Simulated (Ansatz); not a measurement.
The cluster Si2N2O, relaxed as a quintet with UKS r2SCAN-D4/def2-SVP in Ansatz, starting from the r2SCAN-D4/def2-SVP geometry of the neutral singlet. Force threshold 0.02 eV/Å.

The relaxation made no stability test and no search for a lower SCF solution. At r2SCAN-D4/def2-SVP a singlet of charge 0 lies 3.12 eV below the quintet, each at its own geometry. The structure comes from a short search, and lower isomers may exist.

Start:

```xyz
5

Si   -1.671    0.970    0.398
Si   -0.487   -0.644   -0.887
N     1.861   -0.867    1.020
N     0.961   -0.603    0.398
O    -0.664    1.144   -0.929
```

```csv
step,energy (eV),largest force component (eV/Å),SCF passes
1,-20763.9566,4.136,26
2,-20764.3095,1.832,36
3,-20764.6775,1.126,34
4,-20764.7904,1.056,34
5,-20764.8470,0.317,31
6,-20764.8618,0.284,29
7,-20764.8901,1.149,33
8,-20764.9558,1.463,30
9,-20764.9754,3.810,40
10,-20765.1097,0.772,30
11,-20765.1450,0.407,32
12,-20765.1576,0.394,30
13,-20765.1641,0.185,29
14 (rejected),-20765.1084,0.644,35
15,-20765.1688,0.117,31
16,-20765.1694,0.069,28
17 (rejected),-20765.1692,0.180,30
18,-20765.1695,0.024,32
19,-20765.1695,0.008,31
```

Force components are those of the run's own axes.

End:

```xyz
5

Si   -1.929    1.072    0.378
Si   -0.124   -0.213   -0.693
N     1.991   -1.059    1.097
N     1.084   -0.919    0.391
O    -1.022    1.118   -1.173
```

By distances, no bond broke or formed. The bond that changes most is Si2–N4, from 1.94 to 1.77 Å (atoms count from 1).

No frequencies were taken in this run, so the end may be a saddle point.

It took 30 s on 4 threads of Arm Neoverse V2 on a shared host.
